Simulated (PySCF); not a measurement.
## Calculated data, CH₄BClSi, BClHNSi

All values are calculated (PySCF 2.14.0). Calculation on a computer-drawn molecule: the log of a Hartree-Fock and frozen-core CCSD(T) single point meant for a local Hartree-Fock minimum, with one planted fault or none, to be diagnosed. Offsets are logged minus clean, where the clean run is the same molecule without the fault. The reference is restricted for singlets and unrestricted otherwise, and also for a bond in bohr or an excited solution. Adding or removing an electron swaps singlet and doublet. The excited solution moves the top pair (singlet) or top alpha electron (doublet) to the lowest empty orbital. Highest occupied and lowest empty are orbital energies over both spins, largest force is the largest gradient component, triples share is (T) over the correlation energy, the T1 limit is 0.02 restricted and 0.045 unrestricted, electrons count all cores, a negative frequency is imaginary (commonest isotopes), and the dipole is about the centre of nuclear charge.

Common to all runs: meant charge 0; meant multiplicity 1; meant basis cc-pV(D+d)Z; logged SCF converged yes; logged CC converged yes; logged SCF stable within its kind yes; possible faults no fault, one electron removed, one electron added, multiplicity raised by two, geometry at a saddle point, SCF held on an excited solution, minimal basis STO-3G, one bond length entered in bohr, all coordinates scaled.

```json
{"entry": 1, "formula": "CH4BClSi", "logged_structure": {"atoms_angstrom": [["Si", 1.0084, -1.3163, 1.255], ["C", 0.6763, -0.6769, -0.5347], ["B", 1.937, -0.8186, -1.4183], ["Cl", 3.1177, 0.5122, -1.5173], ["H", 1.8813, -2.4962, 0.859], ["H", 0.2465, 0.324, -0.4813], ["H", -0.1004, -1.3904, -0.8578], ["H", 2.2187, -1.815, -2.0106]]}, "given": {"logged_electrons": 46, "logged_basis_functions": 32, "logged_spin_squared": 0.0, "logged_highest_occupied [eV]": -6.6387, "logged_lowest_empty [eV]": 5.2906, "logged_largest_force [hartree/bohr]": 0.022907, "logged_T1_diagnostic": 0.012235, "logged_D1_diagnostic": 0.050108, "logged_triples_share": 0.016175, "logged_dipole_magnitude [debye]": 2.9437, "logged_energy_HF [hartree]": -804.27663, "logged_energy_CCSD(T) [hartree]": -804.44632, "drawn_bonds_atom": [1, 2, 3, 1, 2, 2, 3], "drawn_bonds_other_atom": [2, 3, 4, 5, 6, 7, 8], "drawn_bonds_order": [1, 1, 1, 1, 1, 1, 1]}, "results": {"planted_fault": "minimal basis STO-3G", "HF_energy_offset_from_clean_run [kcal/mol]": 5671, "CCSD(T)_energy_offset_from_clean_run [kcal/mol]": 5888}}
{"entry": 2, "formula": "BClHNSi", "logged_structure": {"atoms_angstrom": [["Si", -0.4771, -0.0864, 1.108], ["N", 0.7327, -1.278, 1.3484], ["B", 1.683, -2.0313, 1.6419], ["Cl", 2.9725, -3.0643, 2.034], ["H", -1.2819, -0.8235, 0.0454]]}, "given": {"logged_electrons": 45, "logged_basis_functions": 79, "logged_spin_squared": 0.7966, "logged_highest_occupied [eV]": -0.50393, "logged_lowest_empty [eV]": 8.0506, "logged_largest_force [hartree/bohr]": 0.048935, "logged_T1_diagnostic": 0.019635, "logged_D1_diagnostic": 0.065134, "logged_triples_share": 0.0354, "logged_dipole_magnitude [debye]": 9.5828, "logged_energy_HF [hartree]": -828.18127, "logged_energy_CCSD(T) [hartree]": -828.69649, "drawn_bonds_atom": [1, 2, 3, 1], "drawn_bonds_other_atom": [2, 3, 4, 5], "drawn_bonds_order": [1, 2, 1, 1]}, "results": {"planted_fault": "one electron added", "HF_energy_offset_from_clean_run [kcal/mol]": 6.152, "CCSD(T)_energy_offset_from_clean_run [kcal/mol]": -2.035}}
```
